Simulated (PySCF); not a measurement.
A calculated (BHandHLYP, PySCF 2.14, ANO-RCC-VTZP, scalar relativity by spin-free X2C-1e) atom or ion has these occupied shells.

```
shell  electrons  orbital energy (eV)  rms radius, mean of both spins (bohr)
 1s α          1             -43533.1                                 0.0269
 1s β          1             -43533.1                                 0.0269
 2s α          1              -7095.9                                  0.109
 2s β          1              -7095.8                                  0.109
 2p α          3              -6348.7                                 0.0978
 2p β          3              -6348.6                                 0.0978
 3s α          1              -1561.4                                  0.284
 3s β          1              -1560.0                                  0.284
 3p α          3              -1322.3                                  0.284
 3p β          3              -1320.8                                  0.284
 3d α          5              -986.02                                  0.262
 3d β          5              -984.50                                  0.262
 4s α          1              -319.78                                  0.645
 4s β          1              -315.69                                  0.645
 4p α          3              -240.00                                  0.685
 4p β          3              -235.58                                  0.685
 4d α          5              -124.36                                  0.763
 4d β          5              -118.94                                  0.763
 5s α          1              -43.058                                   1.59
 5s β          1              -40.649                                   1.59
 5p α          3              -22.870                                   1.89
 5p β          3              -20.561                                   1.89
 4f α          4               -3.956                                   1.27
 5d α          2               -1.828                                   3.80
```

Name the element and its charge.

Nd (neodymium, neutral), in [Xe] 4f4 5d2, one real determinant (an excited configuration).
